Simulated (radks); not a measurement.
Task: These are the eigenvalues of the occupied orbitals of an atom or ion with whole-number occupations (hartree). Calculated with a radial shooting solver on a logarithmic mesh with Libxc functionals: Dirac Kohn-Sham, BLYP, spin-unpolarised, spherical densities, point nucleus.

| orbital | eigenvalue |
|---|---|
| 1s1/2 | -1841.432 |
| 2s1/2 | -305.4278 |
| 2p1/2 | -290.1038 |
| 2p3/2 | -264.5222 |
| 3s1/2 | -69.15679 |
| 3p1/2 | -62.51907 |
| 3p3/2 | -57.27307 |
| 3d3/2 | -45.81247 |
| 3d5/2 | -44.66974 |
| 4s1/2 | -15.39147 |
| 4p1/2 | -12.80569 |
| 4p3/2 | -11.63047 |
| 4d3/2 | -7.36701 |
| 4d5/2 | -7.15328 |
| 5s1/2 | -3.43493 |
| 5p1/2 | -2.67623 |
| 5p3/2 | -2.48739 |
| 4f5/2 | -2.10216 |
| 5d3/2 | -1.44001 |

Which element is it, and in what charge state? The configuration may be excited. Open shells, if any, fill j = l - 1/2 first.

Result: Z = 64, gadolinium, charge +4: Gd4+ in [Kr] 4d10 4f6 5s1 5p6 5d1. The list shows which subshells hold electrons but not how many an open one holds; the 1s level, -1841.4 hartree, gives Z - s = 60.7 by -(Z - s)^2/2, which with screening and relativity narrows Z to a few neighbours, and the depths of the outer levels then fix element, charge and occupations together.
